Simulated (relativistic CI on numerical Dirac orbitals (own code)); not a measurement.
**Crystal-field levels of Ni2+, 3d8**

Calculated by Dirac-Coulomb-Breit CI, separate exchange-only KLI orbitals for each configuration, a model potential for QED, valence Slater integrals scaled by 0.9, one configuration in a parametric crystal field (own radial code). With so little scaling, terms lie 10 to 35 % too far apart, which can change the order of excited levels.

Field parameters in Wybourne normalisation: Td as Oh with Dq negative (B⁴₀ = 21Dq, B⁴₄ = √(5/14) B⁴₀). The field is a parameter set, without covalency.

S is read from ⟨S²⟩ = S(S + 1).

Levels (cm⁻¹, degeneracy): 0 (1), 430 (3), 1236 (2), 1333 (3), 10105 (3), 10169 (2), 10258 (3), 10556 (1), 17387 (3), 18017 (2), 20994 (3), 26288 (3).

Task: Which field gives this pattern?
A. Td, 10Dq = -8400 cm⁻¹
B. Td, 10Dq = -10700 cm⁻¹
C. Td, 10Dq = -1450 cm⁻¹
D. Td, 10Dq = -11850 cm⁻¹

Result: B. Td, 10Dq = -10700 cm⁻¹, ground level with S = 1.00.
